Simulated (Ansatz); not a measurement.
Sn26H33⁺, a nanocrystal with a defect cut from the lattice of tin (one cap removed). The state is a singlet with charge 1. Geometry r2SCAN-D4/def2-SVP, basis def2-SVP, Ansatz.

Cartesian coordinates in Å:
```
Sn -2.091 3.690 -3.432
Sn -3.778 -0.995 -3.594
Sn -0.474 5.354 0.454
Sn -0.278 2.461 4.451
Sn -3.593 -3.401 0.199
Sn -1.906 -1.740 4.006
Sn -2.093 0.963 0.327
Sn 0.702 -0.022 -3.175
Sn 2.507 1.757 0.721
Sn 0.975 -2.684 0.295
Sn -0.768 -4.417 -3.423
Sn 2.605 -0.904 4.533
Sn 5.575 -1.753 0.568
Sn -2.363 3.601 -0.644
Sn -3.979 -0.804 -0.801
Sn 0.314 2.538 -4.270
Sn -1.181 -1.789 -4.287
Sn -2.244 0.943 3.136
Sn 2.131 4.452 -0.003
Sn 2.267 1.714 3.526
Sn -3.806 -3.531 2.985
Sn -1.091 -4.365 -0.639
Sn 0.668 -2.256 3.022
Sn 0.495 0.083 -0.345
Sn 5.043 0.895 -0.135
Sn 3.590 -3.450 -0.424
H -2.106 5.342 -3.906
H -3.409 2.892 -4.188
H -4.888 -2.206 -4.100
H -4.207 0.487 -4.346
H -0.678 6.889 -0.290
H -0.711 5.530 2.146
H -0.375 2.109 6.131
H -0.546 4.139 4.214
H -4.777 -4.444 -0.500
H -1.745 -1.757 5.724
H 2.297 -0.599 -3.512
H -1.901 -5.497 -4.127
H 0.824 -4.948 -3.786
H 2.155 -1.017 6.187
H 4.164 -1.574 4.300
H 5.596 -1.910 2.278
H 7.087 -2.277 -0.053
H -3.947 4.114 -0.193
H -5.546 -0.268 -0.316
H 0.311 2.338 -5.977
H 1.636 3.549 -3.841
H -0.994 -1.690 -5.999
H -3.816 1.388 3.700
H 3.262 5.350 0.932
H 2.555 4.613 -1.660
H 3.485 2.671 4.287
H -5.353 -3.031 3.535
H -3.467 -5.102 3.587
H -0.765 -5.897 0.086
H 5.066 1.042 -1.847
H 6.225 1.958 0.515
H 3.577 -3.460 -2.143
H 3.768 -5.073 0.111
```

```tsv
run	HOMO (eV)	LUMO (eV)
A	-8.78	-6.24
B	-8.21	-6.69
C	-8.44	-6.55
D	-7.98	-6.62
```

In the def2 sets Sn takes a core potential; there is no spin–orbit coupling. HSE06 is defined as in plane-wave codes, on full-range PBE exchange. Single mean-field runs in def2-SVP are fitted with def2-universal-jkfit.

Question: The runs used HSE06, PBE, PBE0, r2SCAN. Estimate which is which.

Answer: A PBE0 (25 % exact exchange); B r2SCAN (0 % exact exchange); C HSE06 (range-separated); D PBE (0 % exact exchange). Exact exchange lowers occupied and raises empty levels; among semilocal functionals meta-GGAs tend to open the gap a little, and such runs are hard to tell apart. The gap grows from 1.37 eV (PBE) to 2.54 eV (PBE0).
